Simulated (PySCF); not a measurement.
**The second ionisation energy along group 15**

All values are computed (PySCF 2.14, energy differences of UHF-based or UKS calculations, no spin-orbit coupling). Values in eV. The last column holds reference values (NIST; (s) semi-empirical, (t) theoretical, else measured). Unmarked ones compare directly (S terms, centres of terms, or small fine structure); those marked * lie between the lowest fine-structure levels and include a spin-orbit shift.

```tsv
element	configurations	UHF	MP2 (valence)	SCS-MP2 (valence)	CCSD (valence)	CCSD(T) (valence)	reference
N (x2c-SVPall, spin-free X2C)	[He] 2s2 2p2 → [He] 2s2 2p1	29.351	29.556	29.446	29.349	29.354	29.601 (s) *
P (x2c-SVPall, spin-free X2C)	[Ne] 3s2 3p2 → [Ne] 3s2 3p1	19.176	19.458	19.381	19.475	19.483	19.769 (s) *
As (x2c-SVPall, spin-free X2C)	[Ar] 3d10 4s2 4p2 → [Ar] 3d10 4s2 4p1	18.001	18.262	18.195	18.288	18.296	18.589 *
Sb (x2c-SVPall, spin-free X2C)	[Kr] 4d10 5s2 5p2 → [Kr] 4d10 5s2 5p1	16.036	16.241	16.187	16.267	16.272	16.626 ± 0.025 *
```

"Valence" correlates the outer s and p shells and, in groups 3 to 12 and the f block, the outer d or f shell, open or full, or the next shell where the ion has no valence electron left; the wider scheme adds the next inner shell.
